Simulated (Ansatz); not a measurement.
`CCCCCCCCCCCCCCSC(C)=O` with charge -1. Charge -1, multiplicity 2. Geometry PBE-D4/def2-SVP; atoms count from 1.

```xyz
50

C    -3.358    2.734    7.196
C    -2.341    2.426    6.094
C    -2.274    3.508    5.009
C    -1.238    3.255    3.905
C    -1.526    2.046    3.008
C    -0.490    1.838    1.899
C    -0.787    0.646    0.984
C     0.265    0.414   -0.104
C    -0.051   -0.763   -1.036
C     0.969   -1.004   -2.154
C     2.366   -1.423   -1.670
C     3.278   -1.874   -2.821
C     2.904   -3.251   -3.392
C     3.186   -3.407   -4.894
S     2.232   -2.229   -5.936
C     0.476   -2.973   -5.652
C    -0.443   -2.388   -6.712
O     0.042   -3.192   -4.477
H    -4.385    2.825    6.780
H    -3.122    3.693    7.705
H    -3.380    1.938    7.971
H    -2.587    1.444    5.632
H    -1.329    2.302    6.544
H    -2.055    4.485    5.499
H    -3.284    3.624    4.547
H    -0.231    3.136    4.369
H    -1.164    4.163    3.264
H    -1.585    1.120    3.623
H    -2.537    2.164    2.552
H    -0.416    2.764    1.285
H     0.517    1.707    2.359
H    -1.785    0.788    0.509
H    -0.885   -0.276    1.602
H     1.256    0.258    0.379
H     0.374    1.340   -0.714
H    -1.054   -0.599   -1.491
H    -0.151   -1.690   -0.425
H     0.566   -1.769   -2.860
H     1.068   -0.079   -2.768
H     2.265   -2.252   -0.928
H     2.848   -0.584   -1.116
H     3.192   -1.135   -3.651
H     4.344   -1.864   -2.495
H     3.431   -4.057   -2.826
H     1.813   -3.427   -3.282
H     2.928   -4.439   -5.223
H     4.260   -3.232   -5.134
H    -0.814   -1.354   -6.455
H    -1.356   -3.022   -6.789
H     0.048   -2.338   -7.707
```

Single mean-field runs in def2-TZVP are fitted with def2-universal-jkfit. The highest occupied level of the relaxed charge -1 doublet lies above zero (up to 1.22 eV). By energy differences it is unbound by 0.60 eV (each at its own geometry, against the charge 0 singlet, at PBE0-D4/def2-TZVP) and held by the finite basis.

Q: Estimate the Mulliken populations of the heavy atoms from the PBE0/def2-TZVP orbitals of Ansatz.

A: 
```csv
atom,charge (e),spin (α − β)
C1,-0.36,0.00
C2,-0.21,0.00
C3,-0.16,0.00
C4,-0.14,0.00
C5,-0.23,0.00
C6,-0.18,0.00
C7,-0.18,0.00
C8,-0.21,0.00
C9,-0.18,0.00
C10,-0.17,-0.01
C11,-0.21,0.01
C12,-0.11,-0.02
C13,-0.23,0.01
C14,-0.11,-0.02
S15,-0.32,0.07
C16,0.06,0.61
C17,-0.32,-0.06
O18,-0.54,0.24
```
Mulliken values depend strongly on the basis.

Q: Where does the spin sit?

A: Summed by element: C 0.52, S 0.07, O 0.24, H 0.17, of 1 unpaired in all. Largest on single atoms: C16 0.61, O18 0.24, H48 0.09.

Q: And the Mayer bond orders between heavy atoms (over 0.3)?

A: C1–C2 1.00 (1.53 Å); C2–C3 1.02 (1.53 Å); C3–C4 1.01 (1.53 Å); C4–C5 1.02 (1.53 Å); C5–C6 1.04 (1.53 Å); C6–C7 1.04 (1.53 Å); C7–C8 1.04 (1.53 Å); C8–C9 1.02 (1.53 Å); C9–C10 1.00 (1.53 Å); C10–C11 1.04 (1.54 Å); C11–C12 1.00 (1.54 Å); C12–C13 1.00 (1.54 Å); C13–C14 0.97 (1.54 Å); C14–S15 1.07 (1.84 Å); S15–C16 0.92 (1.93 Å); C16–C17 0.92 (1.52 Å); C16–O18 1.62 (1.27 Å).
